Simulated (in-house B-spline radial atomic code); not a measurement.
## RPA and G0W0 on PBE: Nb⁵⁺

Configuration [Ar] 3d10 4s2 4p6, mean-field start PBE. Computed with a B-spline radial code for spherical atoms: all electrons, non-relativistic, point nucleus, each spin shell either full or empty, empty states to l = 9 with an (l + 1/2)⁻⁴ tail; G0W0 by contour deformation at full frequency.

Without relativity these are model numbers: it shifts the levels of so heavy an element strongly and can reorder them.

Command:
```bash
python run_gw.py task.json out
```
Settings (radii: box in bohr, nucleus in fm):
```
Z                        41
electrons                36
configuration            [Ar] 3d10 4s2 4p6
hamiltonian              nr
method                   pbe,pbe
lmax                     9
spin_polarised           False
box_radius               10.43
intervals                51
```

Run time, properties included: 2.6 s on 1 thread of Arm Neoverse N1, with other jobs on the host.

Energies (hartree):

```
                                     term        value
                         mean-field total  -3750.11353
Hartree-Fock functional on these orbitals  -3748.77181
                      direct second order      -3.0675
                    second-order exchange      0.87649
                         SOSEX correction      0.81576
```

(1) What is the RPA correlation energy, and what remains with SOSEX?

Quasi-particle levels (eV):

| level | occupied | mean field | Σx - vxc | Σc | QP weight | G0W0 |
| --- | --- | --- | --- | --- | --- | --- |
| 4p | yes | -93.59 | -8.22 | ? | ? | ? |
| 3d | yes | -264.05 | -27.82 | 7.75 | 0.901 | -284.11 |
| 4d | no | -57.95 | 8.89 | -2.38 | 0.965 | -51.44 |

G0W0 = mean field + (Σx - vxc) + Σc, with Σc (partial-wave tail included) taken at the quasi-particle energy. Only the outer levels were computed. Levels of low weight are left out.

(2) Where does G0W0 put 4p?

Results:

(1) RPA gives -2.7158 hartree (-2.05 eV per electron); RPA + SOSEX gives -1.9, and the second-order doubles -2.191 hartree (no singles). SOSEX takes back 30 % of the RPA value.

(2) At -102.40 eV, with Σc = -0.59 eV and a quasi-particle weight of 0.951. The tabulated removal energy is 102.069 ± 0.006 eV (NIST, semi-empirical); the calculation leaves out relativity, Breit and QED terms, and what these don't explain is the method's own error.
